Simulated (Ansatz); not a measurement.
Reaction (redistribution): `C[SiH](N)O[SiH3]` + `C=[CH][SnH2][F]` → `C=C[SiH](C)O[SiH3]` + `[NH2][SnH2][F]`

Program: Ansatz. Geometries: PBE0-D4/def2-TZVP. ΔE: electronic, gas phase. CBS: MP2 limit from def2 TZ/QZ plus the TZ coupled-cluster correction, frozen cores. Functionals use def2-TZVPP. B3LYP here is the variant with VWN-RPA as its local correlation; programs differ in this. def2 core potentials past Kr. For Sn outer-core shells are correlated without core-valence functions, which leaves a few kJ/mol of doubt a bond. Each species was taken in one conformer, which may not be the lowest.

| level | ΔE (kcal/mol) | difference from CCSD(T)/CBS |
| --- | --- | --- |
| PBE-D4 | 8.4 | -1.2 |
| r2SCAN-D4 | 9.2 | -0.4 |
| PBE0-D4 | 9.2 | -0.4 |
| B3LYP-D4 | 9.1 | -0.5 |
| ωB97X-V | 9.2 | -0.4 |
| ωB97M-V | 9.8 | 0.2 |
| B2PLYP | 9.7 | 0.1 |
| PBE | 8.8 | -0.8 |
| r2SCAN | 9.3 | -0.3 |
| PBE0 | 9.5 | -0.1 |
| B3LYP | 9.7 | 0.1 |
| HF/def2-TZVPP | 10.5 | 0.9 |
| MP2/def2-TZVPP | 10.1 | 0.5 |
| SCS-MP2/def2-TZVPP | 9.9 | 0.3 |
| CCSD/def2-TZVPP | 10.1 | 0.5 |
| CCSD(T)/def2-TZVPP | 9.8 | 0.2 |
| HF/def2-QZVPP | 10.6 | 1.0 |
| MP2/def2-QZVPP | 10.0 | 0.4 |
| SCS-MP2/def2-QZVPP | 9.8 | 0.2 |
| HF/CBS(def2) | 10.6 | 1.0 |
| MP2/CBS(def2) | 9.9 | 0.3 |
| CCSD/CBS(def2) | 9.9 | 0.3 |
| CCSD(T)/CBS | 9.6 | 0 |

Largest T1 diagnostic among the species: 0.013.

From PBE to PBE0 (25 % exact exchange), in def2-TZVPP and without D4, ΔE moves by +0.8 kcal/mol.
